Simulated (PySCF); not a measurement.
Si(F)(Me)3 (C3H9FSi), SMILES C[Si](C)(C)F. Heavy atoms are numbered as in [CH3:1][Si:2]([CH3:3])([CH3:4])[F:5]. Hydrogens are named by the atom that carries them.

Geometry optimised at B3LYP-D3(BJ)/def2-SVP.

These are PBE/pcSseg-1 (PySCF) values and carry that method's errors.

GIAO shieldings, no solvent; atoms alike by connectivity are averaged. δ = σ(ref) − σ: ¹³C against TMS (σ = 182.0 ppm); ²⁹Si against TMS (σ = 335.4 ppm); ¹⁹F against CFCl3 (σ = 133.6 ppm); ¹H against TMS (σ = 31.49 ppm), references at their B3LYP-D3(BJ)/def2-TZVP geometries, non-relativistic.

Problem. Estimate the chemical shifts. (The exact figures need the calculation; the answer reports its results.)

Solution. 
```tsv
nucleus	atoms	count	δ (ppm)
¹³C	C1 (CH3)	3	2.7
²⁹Si	Si2	1	45.2
¹⁹F	F5	1	-210.0
¹H	H on C1	9	0.47
```
